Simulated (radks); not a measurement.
Values are calculated unless marked as measured or tabulated.
The selenium anion Se- inside a hard spherical wall (all orbitals vanish at R), configuration held at [Ar] 3d10 4s2 4p5 and not refilled when levels cross. Code: a radial shooting solver on a logarithmic mesh with Libxc functionals. Model: non-relativistic Kohn-Sham, LDA (Slater exchange, Perdew-Wang correlation), spin-polarised, spherical densities, point nucleus; open shells are filled with parallel spins first. Eigenvalues in eV for spin up, with the zero of energy where the potential of the charges vanishes at infinity; a dash marks a level that is unbound or too diffuse for the functional's potential to be trusted. A positive occupied level is held by the wall or, in an anion where self-interaction has pushed it up, behind a barrier. The pressure on the wall is -dE/dV.

R (bohr)  E (hartree)  kinetic (hartree)    e(3p)    e(3d)   e(4s)   e(4p)  e(5s, empty)  e(5p, empty)  pressure (GPa)
20        -2398.20938           2396.025  -143.02  -46.651  -9.486   0.244         2.313         2.560        < 0.0001
15        -2398.20932           2396.026  -143.00  -46.636  -9.471   0.258         2.916         3.485        0.000400
10        -2398.20760           2396.036  -142.81  -46.445  -9.298   0.414         4.339         5.874          0.0314
8         -2398.20054           2396.075  -142.37  -45.999  -8.918   0.767         6.029         8.535           0.276
4         -2397.65712           2398.314  -132.74  -36.466  -1.646   8.831        33.031        42.029             105
2         -2385.37402           2435.191  -82.221   13.458  62.725  82.681        247.72        266.24           15300
